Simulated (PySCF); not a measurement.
C4H3N2, doublet, geometry from GFN2-xTB, atoms displaced at random by about 0.08 Å a coordinate; PBE0/STO-3G, gradient in PySCF.

PySCF was given this input:
```python
from pyscf import gto, scf, dft

mol = gto.Mole()
mol.atom = '''
    C     0.92633296    0.99894367    0.07945895
    N    -0.28794801    1.46004334    0.01744862
    C    -1.35421075    0.54827475   -0.03509731
    C    -0.82389225   -0.95594038   -0.06723824
    N     0.37961576   -1.28512307   -0.03982425
    C     1.19779256   -0.23024073    0.08329426
    H    -2.29752713    0.64726971   -0.05878009
    H    -1.57804554   -1.74382722   -0.12195345
    H     2.33414696   -0.69010599   -0.04627422
'''
mol.basis = 'sto-3g'
mol.spin = 1
mol.verbose = 3
mol.build()

mf = dft.UKS(mol)
mf.xc = 'pbe0'
mf.grids.level = 5
mf.kernel()
g = mf.nuc_grad_method()
g.grid_response = False
grad = g.kernel()
```

The log (banner, timings and long lists left out):

```
converged SCF energy = -259.904120943837  <S^2> = 0.75794693  2S+1 = 2.0079312
--------------- UKS gradients ---------------
         x                y                z
0 C     0.0042832744    -0.1317540134    -0.0040538571
1 N     0.1233522420    -0.0197499502     0.0018157283
2 C    -0.2769800095     0.0990676682    -0.0058745226
3 C     0.1855274093    -0.1037119885     0.0004014945
4 N    -0.0664744804     0.0733132125    -0.0032924472
5 C    -0.2199236617     0.1619028679     0.0210909565
6 H     0.1816741662    -0.0421586355     0.0058177135
7 H     0.0102239982     0.0042562896     0.0018978988
8 H     0.0583174912    -0.0411649032    -0.0178024992
----------------------------------------------
```
